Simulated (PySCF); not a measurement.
Computed IR spectrum (relative IR intensity) of a molecule C5H10O. Coordinates come from a PBE-D3(BJ)/def2-SVP optimisation. The values are those of a single conformer. All values below come from PBE-D3(BJ)/def2-SVP run with PySCF. No scaling factor is applied to the harmonic values.

```json
[
 {"ν (cm⁻¹)": "103", "relative intensity": "2.7"},
 {"ν (cm⁻¹)": "260", "relative intensity": "2.9"},
 {"ν (cm⁻¹)": "446", "relative intensity": "5.8"},
 {"ν (cm⁻¹)": "740", "relative intensity": "4.7"},
 {"ν (cm⁻¹)": "921", "relative intensity": "2.8"},
 {"ν (cm⁻¹)": "953", "relative intensity": "9.3"},
 {"ν (cm⁻¹)": "1034", "relative intensity": "12"},
 {"ν (cm⁻¹)": "1045", "relative intensity": "22"},
 {"ν (cm⁻¹)": "1138", "relative intensity": "6.7"},
 {"ν (cm⁻¹)": "1141", "relative intensity": "27"},
 {"ν (cm⁻¹)": "1155", "relative intensity": "59"},
 {"ν (cm⁻¹)": "1180", "relative intensity": "51"},
 {"ν (cm⁻¹)": "1207", "relative intensity": "2.1"},
 {"ν (cm⁻¹)": "1214", "relative intensity": "39"},
 {"ν (cm⁻¹)": "1225", "relative intensity": "45"},
 {"ν (cm⁻¹)": "1256", "relative intensity": "2.5"},
 {"ν (cm⁻¹)": "1337", "relative intensity": "61"},
 {"ν (cm⁻¹)": "1391", "relative intensity": "3.1"},
 {"ν (cm⁻¹)": "1404", "relative intensity": "11"},
 {"ν (cm⁻¹)": "1431", "relative intensity": "19"},
 {"ν (cm⁻¹)": "1444", "relative intensity": "2.3"},
 {"ν (cm⁻¹)": "2882", "relative intensity": "43"},
 {"ν (cm⁻¹)": "2892", "relative intensity": "100"},
 {"ν (cm⁻¹)": "2947", "relative intensity": "56"},
 {"ν (cm⁻¹)": "2991", "relative intensity": "37"},
 {"ν (cm⁻¹)": "2999", "relative intensity": "31"},
 {"ν (cm⁻¹)": "3003", "relative intensity": "19"},
 {"ν (cm⁻¹)": "3053", "relative intensity": "6.7"},
 {"ν (cm⁻¹)": "3060", "relative intensity": "46"},
 {"ν (cm⁻¹)": "3071", "relative intensity": "39"}
]
```

Identify the compound among the candidates.
(A) C/C=C/CCO
(B) CC1(O)CCC1
(C) C[C@H](O)C1CC1
(D) COC1CCC1

D, COC1CCC1
